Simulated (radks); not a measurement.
Q: These are the eigenvalues of the occupied orbitals of an atom or ion with whole-number occupations (hartree). Calculated with a radial shooting solver on a logarithmic mesh with Libxc functionals: non-relativistic Kohn-Sham, SCAN, spin-polarised, spherical densities, point nucleus; meta-GGA in the generalised Kohn-Sham scheme.

| orbital | eigenvalue |
|---|---|
| 1s | -0.60772 |

Which element is it, and in what charge state? The configuration may be excited.

A: Z = 2, helium, charge 0: He in 1s(up 1, down 1). The 1s level, -0.60772 hartree, gives Z - s = 1.1 by -(Z - s)^2/2, which with screening narrows Z to a few neighbours, and with so few levels the electron count can be read from the list.
